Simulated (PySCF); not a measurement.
Ligands exchanged one at a time, In F-CH3. Isolated molecules, 0 K electronic values unless said otherwise. Strings in code marks are SMILES.

These are PySCF with B3LYP-D3(BJ)/def2-TZVP values and carry that method's errors. B3LYP has the VWN-RPA correlation part, as in Gaussian. Excitations are Tamm–Dancoff values on a coarser integration grid. The basis has no diffuse functions, so Rydberg states are missing or too high.

```json
[
 {"species": "0 of 3 F replaced by CH3 (`[F][In]([F])[F]`)", "T1 excitation (TDA) (eV)": "(withheld)", "LUMO (eV)": "-3.94"},
 {"species": "1 of 3 F replaced by CH3 (`[F][In]([F])[CH3]`)", "T1 excitation (TDA) (eV)": "4.95", "LUMO (eV)": "-2.16"},
 {"species": "2 of 3 F replaced by CH3 (`[CH3][In]([CH3])[F]`)", "T1 excitation (TDA) (eV)": "4.85", "LUMO (eV)": "-1.34"},
 {"species": "3 of 3 F replaced by CH3 (`[CH3][In]([CH3])[CH3]`)", "T1 excitation (TDA) (eV)": "4.28", "LUMO (eV)": "(withheld)"}
]
```

Complete the blanks.


- 0 of 3 F replaced by CH3 (`[F][In]([F])[F]`), T1 excitation (TDA) (eV): 5.08
- 3 of 3 F replaced by CH3 (`[CH3][In]([CH3])[CH3]`), LUMO (eV): -1.18
